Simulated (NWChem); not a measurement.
Molecule: InHBrCl; SMILES [Cl][InH][Br]

```xyz
4

In    -0.5722    -0.5146     0.0000
H     -2.2321    -0.9004     0.0000
Cl     1.1040    -2.1492     0.0000
Br     0.3286     1.7901     0.0000
```
Atoms are numbered in this order, from 1.

All runs use the structure optimised with PBE0/def2-SVP. Not confirmed as a minimum by frequencies. def2 effective core potentials on In; no spin-orbit coupling.

Symmetry labels are those of Cs in the frame above (b1 and b2, or b-type labels, depend on it).

**Question.** List the 4 lowest vertical singlet excitations from PBE0/def2-SVPD with def2 effective core potentials on In, TDA (NWChem).

**Answer.** 
```json
[
 {"state": "S1", "energy (eV)": "5.13", "oscillator strength": "0.025", "symmetry": "a'", "leading excitation (squared amplitude)": "HOMO → LUMO (0.94)"},
 {"state": "S2", "energy (eV)": "5.15", "oscillator strength": "0.000", "symmetry": "a\"", "leading excitation (squared amplitude)": "HOMO → LUMO+1 (0.98)"},
 {"state": "S3", "energy (eV)": "5.26", "oscillator strength": "0.007", "symmetry": "a\"", "leading excitation (squared amplitude)": "HOMO−1 → LUMO (0.98)"},
 {"state": "S4", "energy (eV)": "5.50", "oscillator strength": "0.013", "symmetry": "a'", "leading excitation (squared amplitude)": "HOMO−1 → LUMO+1 (0.49)"}
]
```
